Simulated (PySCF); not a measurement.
**Telling isomers of C6H7F3Si apart by NMR**

Level of theory: structure optimised with GFN2-xTB, GIAO PBE0/pcSseg-1 shieldings, in PySCF 2.14 (a single conformation, in vacuum, averaged over atoms made equivalent by symmetry, fast rotation or ring inversion, non-relativistic Hamiltonian).

References, each an isolated molecule treated in the same way: 1H (31.72 ppm) and 13C (186.93 ppm) vs TMS. Splittings of carbon signals by F and P are missing where no couplings were computed. Where no couplings were computed, multiplicities follow the n + 1 count of equivalent neighbours, and m marks all less simple cases (inequivalent or close neighbours, rings, F or P nearby). Shifts are as computed. Against solution values, carbons near 30 ppm lie about +3 ppm off and those near 130 ppm about +5 ppm. Of 1211 compounds with measured shifts, 218 miss one by over three times the rms of a fit or turn the order of signals round; such compounds aren't used in these exercises.

(1) Tabulate the signals of `C[Si@H]1C=CC(C(F)(F)F)=C1`, `FC(F)(F)CC1=CC=C[SiH2]1`, `CC1=C(C(F)(F)F)C=C[SiH2]1`, `CC1=C[SiH2]C(C(F)(F)F)=C1` and their relative energies.

(2) What is the quickest way to tell FC(F)(F)CC1=CC=C[SiH2]1 from CC1=C(C(F)(F)F)C=C[SiH2]1?

(3) What is the quickest way to tell C[Si@H]1C=CC(C(F)(F)F)=C1 from FC(F)(F)CC1=CC=C[SiH2]1?

(4) What is the quickest way to tell FC(F)(F)CC1=CC=C[SiH2]1 from CC1=C[SiH2]C(C(F)(F)F)=C1?

Results:

(1) 
```tsv
SMILES	carbon types	δC	δH	E rel. (kcal/mol)
C[Si@H]1C=CC(C(F)(F)F)=C1	2×C 3×CH 1×CH3	155.4, 151.7, 141.3, 141.0, 131.9, -7.0	7.34 (m, 1H), 6.84 (m, 1H), 6.47 (m, 1H), 4.91 (m, 1H), 0.41 (d, 3H)	0.0
FC(F)(F)CC1=CC=C[SiH2]1	2×C 3×CH 1×CH2	155.8, 155.0, 143.3, 136.7, 135.3, 44.6	7.26 (m, 1H), 7.06 (d, 1H), 6.32 (m, 1H), 4.67 (m, 2H), 3.24 (m, 2H)	7.6
CC1=C(C(F)(F)F)C=C[SiH2]1	3×C 2×CH 1×CH3	156.8, 156.7, 146.8, 133.7, 129.4, 17.2	7.35 (m, 1H), 6.03 (m, 1H), 4.66 (m, 2H), 2.43 (s, 3H)	10.0
CC1=C[SiH2]C(C(F)(F)F)=C1	3×C 2×CH 1×CH3	166.2, 157.4, 141.7, 134.5, 131.7, 25.0	7.31 (m, 1H), 6.06 (t, 1H), 4.78 (m, 2H), 2.28 (s, 3H)	4.9
```

Energies are electronic energies at PBE0/pcSseg-1 on these geometries, without zero-point or thermal terms, each for the one conformer computed, which needn't be the lowest.

(2) Both give the same number of carbon signals, but DEPT or the intensities differ. The first has an allylic sp3 CH2 at 44.6 ppm, the second an allylic methyl carbon (CH3) at 17.2 ppm. Their most deshielded carbons lie at 155.8 and 156.8 ppm.

(3) Both give the same number of carbon signals, but DEPT or the intensities differ. The first has a methyl carbon bonded to Si (CH3) at -7.0 ppm, the second an allylic sp3 CH2 at 44.6 ppm. Their most deshielded carbons lie at 155.4 and 155.8 ppm.

(4) Both give the same number of carbon signals, but DEPT or the intensities differ. The first has an allylic sp3 CH2 at 44.6 ppm, the second an allylic methyl carbon (CH3) at 25.0 ppm. Their most deshielded carbons lie at 155.8 and 166.2 ppm.
